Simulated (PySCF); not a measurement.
SMILES [CH3][Ge]([CH3])([CH3])[CH2][SiH2]N (C₄H₁₅GeNSi) (GFN2-xTB optimised geometry):

```
22

Si    -0.970    -0.756    -3.218
N      0.637    -0.152    -3.381
C     -1.040    -1.689    -1.573
Ge    -0.326    -0.700     0.000
C     -0.971     1.176     0.000
C      1.663    -0.700     0.000
C     -0.953    -1.604     1.663
H     -1.403    -1.684    -4.284
H     -1.831     0.429    -3.239
H      1.400    -0.768    -3.148
H      0.866     0.371    -4.210
H     -2.078    -1.944    -1.370
H     -0.503    -2.633    -1.657
H     -0.602     1.697    -0.877
H     -2.056     1.214    -0.014
H     -0.626     1.704     0.884
H      2.056    -1.704    -0.127
H      2.046    -0.076    -0.801
H      2.040    -0.309     0.941
H     -0.573    -1.094     2.544
H     -2.038    -1.605     1.717
H     -0.615    -2.636     1.701
```

Level of theory: PBE0/def2-SVP (PySCF 2.14.0).

**Question.** What are the frontier orbital energies and the dipole moment?

**Answer.** HOMO-2 -7.96 eV, HOMO-1 -7.73 eV, HOMO -7.10 eV, LUMO 1.25 eV, LUMO+1 1.48 eV; dipole moment 1.08 D.

Meta-Löwdin charges at PBE0/def2-SVP: Si1 0.74, N2 -0.69, C3 -0.63, Ge4 0.76, C5 -0.52, C6 -0.52, C7 -0.52, H8 -0.15, H9 -0.12, H10 0.21, H11 0.21, H12 0.12, H13 0.12, H14 0.12, H15 0.11, H16 0.11, H17 0.10, H18 0.11, H19 0.11, H20 0.11, H21 0.11, H22 0.11.
